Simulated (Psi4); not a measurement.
Input for Psi4:
```
memory 2 GB

molecule {
0 3
Si   -0.00639139   -0.00195053    0.08523542
H     0.04566728    1.28384221   -0.56751131
H     0.10405651   -2.76203577   -1.47900865
}

set {
  basis 6-311g**
  reference uhf
  stability_analysis check
  scf_type pk
}

energy('scf')
print_variables()
```

Question: What does this run give for the <S^2>, dipole moment?

Answer: 
```
Quantity        Value
-------------  ------
<S^2>           2.089
dipole moment  0.48 D
```

These values belong to the state on which the SCF converged, which isn't shown to be the lowest.
